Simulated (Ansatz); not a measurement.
BH3Br− (SMILES [H][B-]([H])([H])Br): methods side by side

The species is BH3Br− (5 atoms), meant as a singlet with charge -1. As SMILES, `[H][B-]([H])([H])Br`. Geometry: relaxed at GFN2-xTB.

```tsv
atom	x (Å)	y (Å)	z (Å)
B	-0.0024	0.0017	-0.1851
Br	0.0152	-0.0198	1.8429
H	1.1495	0.0105	-0.5598
H	-0.5857	1.0038	-0.5364
H	-0.5765	-0.9962	-0.5616
```

Quantity: the energy change with the B1–H5 bond stretched from 1.211 to 2.422 Å, in eV. The values are calculated.

| level | kind | program | value (eV) | less FCI/STO-3G |
| --- | --- | --- | --- | --- |
| PBE/STO-3G (restricted) | GGA | Ansatz | 4.68 | -0.08 |
| revPBE/STO-3G (restricted) | GGA | Ansatz | 4.57 | -0.19 |
| CAM-B3LYP/STO-3G (restricted) | range-separated hybrid | Ansatz | 5.40 | +0.64 |
| wB97X/STO-3G (restricted) | range-separated hybrid | Ansatz | 5.52 | +0.76 |
| RPA@PBE/STO-3G (restricted) | RPA | Ansatz | 4.67 | -0.09 |
| CCSD/STO-3G (restricted) | coupled cluster or CI | Ansatz | 4.82 | +0.06 |
| CCSDTQ/STO-3G (restricted) | coupled cluster or CI | Ansatz | 4.76 | 0.00 |
| FCI/STO-3G | exact in the basis | Ansatz | 4.76 | 0.00 |

FCI/STO-3G is exact within its basis and frozen core, so for wave-function methods in that basis the difference is their error; functionals converge differently with the basis, so for them it is only a difference. All-electron rows without a relativistic Hamiltonian named are non-relativistic. Sets without diffuse functions describe the anion poorly. The first shape isn't each level's own minimum. The values span 4.57 to 5.52 eV. All rows use very small basis sets, so even the best lies far from the true value. In the correlated wave-function rows the outer d shell of Br is correlated, in sets not made for it.
